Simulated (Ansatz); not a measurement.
Program: Ansatz. Geometries: PBE0-D4/def2-TZVP. ΔE: electronic, gas phase. CCSD(T)/CBS adds triple-zeta CCSD(T) − MP2 to the extrapolated MP2 energy (def2 sets, frozen cores). def2 core potentials past Kr. For Se, Te outer-core shells are correlated without core-valence functions, which leaves a few kJ/mol of doubt a bond. Scalar relativity is left out up to krypton. One conformer a species, not always the lowest.

Reaction (ligand exchange at the Si–Se bond): `[SiH3]C[SiH2][SeH]` + H₂Te → `[SiH3]C[SiH2][TeH]` + H₂Se

`[SiH3]C[SiH2][SeH]`:

Z-matrix (Å, degrees):
```
Si
C 1 1.878
H 1 1.484 2 110.7
H 1 1.489 2 109.9 3 119.8
H 1 1.487 2 110.3 3 -120.8
Si 2 1.865 1 114.3 3 79.3
H 2 1.096 1 109.2 3 -160.0
H 2 1.095 1 109.0 3 -43.6
Se 6 2.284 2 112.5 1 -47.4
H 6 1.485 2 110.5 1 67.5
H 6 1.486 2 110.8 1 -171.1
H 9 1.470 6 93.2 2 -62.0
```

H₂Te:

```xyz
3

Te   -0.445    0.101    0.630
H    -0.614   -0.720   -0.798
H     1.059    0.619    0.169
```

`[SiH3]C[SiH2][TeH]`:

Cartesian coordinates in Å:
```
Si -0.319 1.079 -1.313
C 0.754 -0.261 -0.551
Si -0.079 -1.247 0.798
Te -1.190 0.197 2.508
H -0.326 2.294 -0.460
H 0.207 1.445 -2.656
H -1.716 0.592 -1.474
H 1.059 -0.966 -1.334
H 1.667 0.195 -0.157
H -1.201 -2.045 0.238
H 0.887 -2.163 1.459
H 0.258 0.879 2.942
```

H₂Se:

```xyz
3

Se    0.245    0.638    0.043
H    -0.166   -0.372    1.024
H    -0.078   -0.266   -1.067
```

```
             species  CCSD(T)/CBS(def2) energy (Eh)
`[SiH3]C[SiH2][SeH]`                    -3021.76113
                H₂Te                     -268.91024
`[SiH3]C[SiH2][TeH]`                     -888.77343
                H₂Se                    -2401.89790
```

**Question.** Work out ΔE.

**Answer.** ΔE = (-888.77343) + (-2401.89790) − (-3021.76113) − (-268.91024) = 0.00004 Eh = +0.1 kJ/mol.

Largest T1 diagnostic among the species: 0.011.

In def2-TZVPP, CCSD(T) changes the Hartree–Fock value by −3.4 kJ/mol (the triples alone add −0.9 kJ/mol) and MP2 by −6.6 kJ/mol.
